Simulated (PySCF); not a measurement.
**Two-component Hartree-Fock for As(20+) (arsenic, charge +20)**

Start: [Ne] 3s2 3p1; 3p1/2 filled at m_j = +1/2. Calculated with PySCF 2.14 in an even-tempered Gaussian basis (19 s from 2.3 bohr⁻², ratio 2.4; 13 p from 2.9 bohr⁻², ratio 2.4; 5 d from 11 bohr⁻², ratio 2.6; 4 f from 17 bohr⁻², ratio 2.6): generalised Hartree-Fock with the X2C-1e Hamiltonian and a Gaussian nucleus; one run each with spin-orbit coupling (SO) switched off, then screened by Boettger's factors.

```csv
spinor shell,electrons,"ε, spin-free (eV)","ε, screened SO (eV)",weight of nominal j (screened SO),"rms radius, screened SO (bohr)"
1s1/2,2,-12785.5,-12784.7,1.000,0.0524
2s1/2,2,-2378.6,-2378.2,1.000,0.215
2p1/2,2,-2183.7,-2210.9,1.000,0.190
3s1/2,2,-864.33,-864.14,0.999,0.539
3p1/2,1,-814.03,-819.52,1.000,0.527
```

Task: Where does 2p3/2 lie, and what is the 2p spin-orbit splitting (screened SO)?

Result: At -2170.1 eV, 40.798 eV above 2p1/2.

```
   quantity    spin-free  screened SO
E (hartree)  -2026.11803  -2026.40790
        M_J          1/2          1/2
       ⟨J²⟩        1.085        0.753
       ⟨L²⟩        2.007        2.007
       ⟨S²⟩        0.752        0.753
```

Each row is a mean over spinors that exchange with the open shell spreads, by up to 6.577 eV (2p1/2).

Without spin-orbit coupling the j labels of p, d and f shells carry no meaning; the spin-free column gives the mean over the occupied spinors of each nl shell, and its ⟨J²⟩ belongs to a mixture of degenerate components.
